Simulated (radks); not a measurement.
Problem. These are the eigenvalues of the occupied orbitals of an atom or ion with whole-number occupations (eV). Calculated with a radial shooting solver on a logarithmic mesh with Libxc functionals: Dirac Kohn-Sham, BLYP, spin-unpolarised, spherical densities, finite nucleus; Fermi nuclear charge, rms radius of each element as measured or else 0.836 A^(1/3) + 0.57 fm.

1s1/2: -67421.23
2s1/2: -11710.06
2p1/2: -11200.98
2p3/2: -9930.523
3s1/2: -2806.880
3p1/2: -2580.084
3p3/2: -2306.582
3d3/2: -1922.646
3d5/2: -1863.075
4s1/2: -697.6131
4p1/2: -603.8747
4p3/2: -540.1167
4d3/2: -385.6140
4d5/2: -373.7635
5s1/2: -211.6571
5p1/2: -181.0605
4f5/2: -180.0157
4f7/2: -177.7905
5p3/2: -169.0334

Which element is it, and in what charge state? The configuration may be excited.

Solution. Z = 73, tantalum, charge +9: Ta9+ in [Kr] 4d10 4f(5/2: 6, 7/2: 6) 5s2 5p(1/2: 2, 3/2: 2). The list shows which subshells hold electrons but not how many an open one holds; the 1s level, -2477.7 hartree, gives Z - s = 70.4 by -(Z - s)^2/2, which with screening and relativity narrows Z to a few neighbours, and the depths of the outer levels then fix element, charge and occupations together.
